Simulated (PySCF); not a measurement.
The dipole of `CCC(C)(C)P(C)(C)=O` from its density and from atomic charges.

Coordinates (GFN2-xTB, Å) and charges (e) from the PBE0/pcSseg-1 density (PySCF):

```
atom       x       y       z  Mulliken      IAO  Hirshfeld  ESP-fitted
  C1   2.336   0.855   0.557   -0.2590  -0.4245    -0.1216     -0.3516
  C2   1.409   0.736  -0.646   -0.1780  -0.2461    -0.0668     +0.0598
  C3   0.336  -0.355  -0.529   -0.7647  -0.1785    -0.0151     +0.3457
  C4   0.956  -1.729  -0.306   -0.1489  -0.4210    -0.1210     -0.5478
  C5  -0.497  -0.353  -1.808   -0.1456  -0.4140    -0.1201     -0.6385
  P6  -0.745  -0.032   0.969   +0.8367  +1.4996    +0.4424     +1.0988
  C7  -2.325  -0.930   0.691   -0.4770  -0.6840    -0.1641     -0.7706
  C8  -1.250   1.735   0.918   -0.4771  -0.6851    -0.1628     -0.7260
  O9  -0.141  -0.408   2.255   -0.6166  -0.9390    -0.3972     -0.7169
 H10   2.973   1.731   0.448   +0.1099  +0.1387    +0.0396     +0.0884
 H11   1.765   0.951   1.476   +0.1423  +0.1513    +0.0324     +0.0845
 H12   2.974  -0.020   0.645   +0.1157  +0.1401    +0.0416     +0.0930
 H13   2.011   0.529  -1.538   +0.1158  +0.1281    +0.0369     +0.0097
 H14   0.913   1.696  -0.812   +0.1147  +0.1230    +0.0322     -0.0163
 H15   1.721  -1.935  -1.053   +0.1152  +0.1368    +0.0419     +0.1448
 H16   0.194  -2.504  -0.371   +0.1096  +0.1338    +0.0388     +0.1248
 H17   1.402  -1.781   0.685   +0.1489  +0.1597    +0.0409     +0.1345
 H18  -1.020   0.592  -1.935   +0.1092  +0.1311    +0.0364     +0.1241
 H19   0.155  -0.495  -2.670   +0.1204  +0.1422    +0.0434     +0.1540
 H20  -1.227  -1.159  -1.805   +0.1217  +0.1362    +0.0384     +0.1641
 H21  -2.887  -0.560  -0.159   +0.1385  +0.1537    +0.0457     +0.1853
 H22  -2.115  -1.991   0.573   +0.1528  +0.1623    +0.0518     +0.1890
 H23  -2.903  -0.798   1.605   +0.1612  +0.1698    +0.0541     +0.2116
 H24  -0.394   2.354   1.178   +0.1600  +0.1657    +0.0535     +0.1902
 H25  -2.010   1.860   1.688   +0.1575  +0.1673    +0.0542     +0.1940
 H26  -1.652   2.035  -0.044   +0.1368  +0.1527    +0.0455     +0.1714
```

**Question.** What dipole does each set of charges give (1 e·Å = 4.803 D), and what does the density give?

**Answer.** The full density gives (-1.41, 0.94, -3.42) D, 3.81 D in size; dipole vectors point from the negative to the positive end.

| scheme | μx | μy | μz | size (D) | share of the full size (%) | angle to the full dipole (°) |
| --- | --- | --- | --- | --- | --- | --- |
| Mulliken | -1.76 | 0.90 | -3.08 | 3.65 | 96 | 7 |
| IAO | -1.90 | 1.28 | -4.54 | 5.08 | 133 | 0 |
| Hirshfeld | -1.30 | 0.70 | -2.44 | 2.85 | 75 | 5 |
| ESP-fitted | -1.40 | 0.96 | -3.44 | 3.84 | 101 | 0 |

**Question.** Which set comes closest?

**Answer.** Length of the difference vector: ESP-fitted 0.03 D, Mulliken 0.49 D, Hirshfeld 1.02 D, IAO 1.27 D. Closest: ESP-fitted. 

**Question.** What is left for the Hirshfeld atoms' own dipoles?

**Answer.** The shares of the density sum to the whole, so what Σ q r misses lies in dipoles about the nuclei. The atomic dipoles sum to (-1.41, 0.94, -3.42) − (-1.30, 0.70, -2.44) = (-0.11, 0.24, -0.98) D, 1.02 D in size.

**Question.** With the origin at the mean of the coordinates, (-0.001, 0.001, 0.001) Å, which are the largest single terms, by size, of the Mulliken dipole along the direction of the full one?

**Answer.** O9 +6.13, P6 -2.42, C1 +1.43, H19 +1.28, C5 -1.20 D; all 26 atoms together +3.63 D. The single terms depend on the origin, their sum doesn't.

**Question.** Give the size of the full dipole in other units.

**Answer.** 3.81 D = 1.500 au = 0.794 e·Å = 12.72 × 10⁻³⁰ C·m.

Geometry: GFN2-xTB, one conformer, isolated molecule.

Conformer computed: `[CH3:1][CH2:2][C:3]([CH3:4])([CH3:5])[P:6]([CH3:7])([CH3:8])=[O:9]`: C1–C2–C3–C4 -58°, C2–C3–P6–C7 159°.
